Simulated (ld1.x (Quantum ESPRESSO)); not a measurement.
Which change was made? (F, TM)

* Element: F (Z = 9)
* Generator: ld1.x (Quantum ESPRESSO) 7.5
* Type: norm-conserving Troullier–Martins (Kleinman–Bylander form)
* Functional: PBE
* Relativity: scalar-relativistic
* Frozen core: [He]
* Valence charge: 7
* Reference configuration: 2s2 2p3 (charge +2)
* Partial waves: 2s (bound): rc 0.70 bohr; 2p (bound): rc 0.85 bohr; 3d channel at 0.3 Ry: rc 0.90 bohr
* Local potential: all-electron potential smoothed inside 0.65 bohr (lloc = -2)
* Core correction: a·sin(br)/r model core inside 0.55 bohr

Cutoffs, loose and tight: the cutoffs (Ry, on a coarse ladder) from which the occupation-weighted sum of valence levels, in a spherical-Bessel basis at the reference potential, stays within 10 and 1 mRy of its value at 400 Ry. They do not see the model core or the augmentation charge, which bear on the density cutoff. Test errors are all-electron minus pseudo excitation energies from the reference, over the configurations 2s2 2p5; 2s2 2p4; 2s2 2p2; 2s2 2p1; 2s2 2p5.3; 2s1 2p6; 2s2 2p4.5; variants that change the core or the reference have their own tests.

The base gives: outcome: generated; cutoff, loose: 180 Ry; cutoff, tight: 300 Ry; bound ghosts: none; largest test error (meV): +196.

Problem. After one change the result is: outcome: generated; cutoff, loose: 160 Ry; cutoff, tight: 260 Ry; bound ghosts: none; largest test error (meV): +318. Which change was it?
A. all radii but the core radius scaled by about 1.35 (s 0.94, p 1.14, d 1.22 bohr); local potential all-electron potential smoothed inside 0.88 bohr (lloc = -2)
B. type ultrasoft; waves now 2s (bound): rcut 0.60, rcutus 0.70 bohr; 2s channel at -1.75 Ry: rcut 0.60, rcutus 0.70 bohr; 2p (bound): rcut 0.75, rcutus 0.85 bohr; 2p channel at -3.05 Ry: rcut 0.75, rcutus 0.85 bohr; 3d channel at 0.3 Ry: rcut 0.80, rcutus 0.90 bohr; local potential all-electron potential smoothed inside 0.55 bohr (lloc = -1); augmentation built from norm-conserving waves at rcut, not smoothed further
C. wave 2s (bound): rc 0.70 bohr becomes 2s (bound): rc 1.08 bohr

Solution. C. The others give: all radii but the core radius scaled by about 1.35 (s 0.94, p 1.14, d 1.22 bohr); local potential all-electron potential smoothed inside 0.88 bohr (lloc = -2) → outcome: generated; cutoff, loose: 110 Ry; cutoff, tight: 180 Ry; bound ghosts: none; largest test error (meV): +537 | type ultrasoft; waves now 2s (bound): rcut 0.60, rcutus 0.70 bohr; 2s channel at -1.75 Ry: rcut 0.60, rcutus 0.70 bohr; 2p (bound): rcut 0.75, rcutus 0.85 bohr; 2p channel at -3.05 Ry: rcut 0.75, rcutus 0.85 bohr; 3d channel at 0.3 Ry: rcut 0.80, rcutus 0.90 bohr; local potential all-electron potential smoothed inside 0.55 bohr (lloc = -1); augmentation built from norm-conserving waves at rcut, not smoothed further → outcome: generated, overlap not positive; bound ghosts: not determined (overlap not positive); largest test error (meV): +125. A file whose overlap is not positive is unfit for use, and its test errors describe a broken file.
